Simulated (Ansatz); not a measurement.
SnH, multiplicity 2 (the spin of the measured ground state), most abundant isotopes (1.0078 and 119.9022 u). Constants from fifth-degree fits in 1/R to seven points on the lowest solution found; no spin–orbit coupling, no relativity up to Kr; ω_e x_e and α_e move by some per cent with the fit.

Correlated levels freeze the inner cores; with def2 sets outer-core shells near the valence are correlated too. CBS: X⁻³ extrapolation of the correlation energy, Hartree–Fock from the larger set.

The values were computed with Ansatz (a program for electronic structure) with Gaussian orbitals. Each number belongs to the level named beside it. In def2 rows elements past Kr take small-core potentials, without spin–orbit coupling.

| level | r_e (Å) | ω_e (cm⁻¹) | ω_e x_e (cm⁻¹) | α_e (cm⁻¹) |
|---|---|---|---|---|
| PBE/def2-TZVPP | 1.7970 | 1640.1 | 25.6 | 0.139 |
| CCSD(T)/CBS(def2-TZVPP, def2-QZVPP) | 1.7662 | 1732.3 | 32.8 | 0.151 |

D_e from total energies of the atoms and the molecule: 2.65 eV at PBE/def2-TZVPP.

Derive the rotational constants, the centrifugal constant, the fundamental, the zero-point energy and the force constant, and test the Morse rule for the well depth.


μ = 0.99942 u.
- PBE/def2-TZVPP: B_e = 16.8576/(μ r_e²) = 5.2233 cm⁻¹; B₀ = B_e − α_e/2 = 5.1538 cm⁻¹; D = 4B_e³/ω_e² = 2.12e-04 cm⁻¹; fundamental ω_e − 2ω_e x_e = 1589 cm⁻¹; zero-point energy ω_e/2 − ω_e x_e/4 = 814 cm⁻¹; k = μ(2πcω_e)² = 158 N/m; a Morse well would hold ω_e²/(4ω_e x_e) = 3.26 eV against the computed D_e of 2.65 eV
- CCSD(T)/CBS(def2-TZVPP, def2-QZVPP): B_e = 16.8576/(μ r_e²) = 5.4070 cm⁻¹; B₀ = B_e − α_e/2 = 5.3317 cm⁻¹; D = 4B_e³/ω_e² = 2.11e-04 cm⁻¹; fundamental ω_e − 2ω_e x_e = 1667 cm⁻¹; zero-point energy ω_e/2 − ω_e x_e/4 = 858 cm⁻¹; k = μ(2πcω_e)² = 177 N/m
